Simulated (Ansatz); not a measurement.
Born–Oppenheimer molecular dynamics of GaH₃O (5 atoms, charge 0, multiplicity 1). It goes on from the last frame of an earlier run, with new velocities.

Method: RKS PBE/def2-TZVP (Ansatz).

- ensemble: NVT, Langevin thermostat
- time step: 0.25 fs
- steps asked: 150
- set temperature: 2000 K
- friction: 0.005 /fs
- seed: 817994

Frames 1.25 fs apart, positions in Å.

Velocities at 5 fs (Å/ps):

```
Ga -1.32 2.66 0.85
O 6.99 -12.01 0.61
H 41.71 3.56 -58.55
H 36.81 -37.90 5.20
H -40.45 47.11 37.69
```

```xyz
5
Properties=species:S:1:pos:R:3 time_fs=5 energy_less_start_eV=0.092 T=1375
Ga -0.021 -0.006 -0.064
O 0.039 -0.192 1.744
H -0.872 0.025 2.105
H 1.552 -0.270 -0.732
H -1.607 0.103 -0.700
5
Properties=species:S:1:pos:R:3 time_fs=6.25 energy_less_start_eV=0.227 T=1105
Ga -0.023 -0.002 -0.063
O 0.048 -0.205 1.745
H -0.816 0.029 2.032
H 1.582 -0.315 -0.716
H -1.647 0.157 -0.657
5
Properties=species:S:1:pos:R:3 time_fs=7.5 energy_less_start_eV=0.380 T=911
Ga -0.024 0.002 -0.062
O 0.061 -0.218 1.744
H -0.783 0.030 1.975
H 1.587 -0.350 -0.682
H -1.666 0.205 -0.612
5
Properties=species:S:1:pos:R:3 time_fs=8.75 energy_less_start_eV=0.282 T=1158
Ga -0.026 0.005 -0.060
O 0.076 -0.232 1.741
H -0.798 0.051 1.938
H 1.559 -0.378 -0.640
H -1.662 0.257 -0.559
5
Properties=species:S:1:pos:R:3 time_fs=10 energy_less_start_eV=0.206 T=1319
Ga -0.029 0.009 -0.059
O 0.092 -0.244 1.739
H -0.841 0.077 1.911
H 1.506 -0.407 -0.589
H -1.637 0.307 -0.502
5
Properties=species:S:1:pos:R:3 time_fs=11.25 energy_less_start_eV=0.245 T=1233
Ga -0.031 0.013 -0.058
O 0.105 -0.254 1.736
H -0.872 0.098 1.895
H 1.434 -0.440 -0.537
H -1.592 0.356 -0.446
5
Properties=species:S:1:pos:R:3 time_fs=12.5 energy_less_start_eV=0.271 T=1162
Ga -0.034 0.018 -0.057
O 0.114 -0.260 1.732
H -0.864 0.103 1.886
H 1.348 -0.473 -0.489
H -1.534 0.411 -0.392
5
Properties=species:S:1:pos:R:3 time_fs=13.75 energy_less_start_eV=0.285 T=1199
Ga -0.034 0.022 -0.056
O 0.118 -0.265 1.729
H -0.816 0.083 1.884
H 1.269 -0.507 -0.453
H -1.475 0.469 -0.345
5
Properties=species:S:1:pos:R:3 time_fs=15 energy_less_start_eV=0.410 T=922
Ga -0.035 0.026 -0.056
O 0.122 -0.270 1.722
H -0.746 0.058 1.899
H 1.212 -0.540 -0.432
H -1.424 0.529 -0.306
5
Properties=species:S:1:pos:R:3 time_fs=16.25 energy_less_start_eV=0.529 T=676
Ga -0.035 0.030 -0.056
O 0.128 -0.277 1.716
H -0.686 0.048 1.938
H 1.184 -0.575 -0.433
H -1.392 0.585 -0.292
5
Properties=species:S:1:pos:R:3 time_fs=17.5 energy_less_start_eV=0.290 T=996
Ga -0.035 0.034 -0.057
O 0.135 -0.285 1.712
H -0.676 0.055 2.006
H 1.193 -0.625 -0.452
H -1.377 0.649 -0.289
5
Properties=species:S:1:pos:R:3 time_fs=18.75 energy_less_start_eV=0.078 T=1308
Ga -0.037 0.037 -0.058
O 0.142 -0.292 1.707
H -0.701 0.075 2.090
H 1.226 -0.689 -0.489
H -1.371 0.722 -0.295
```

Of the whole run (38 fs, mean temperature of the second half 1140 K): The mean temperature of the second half is 43 % below the set value. A run of 0.037 ps of so small a system gives no equilibrium averages.

The run took 2.6 min on 2 threads of Arm Neoverse V1, with other jobs on the host, peak memory 0.13 GiB.
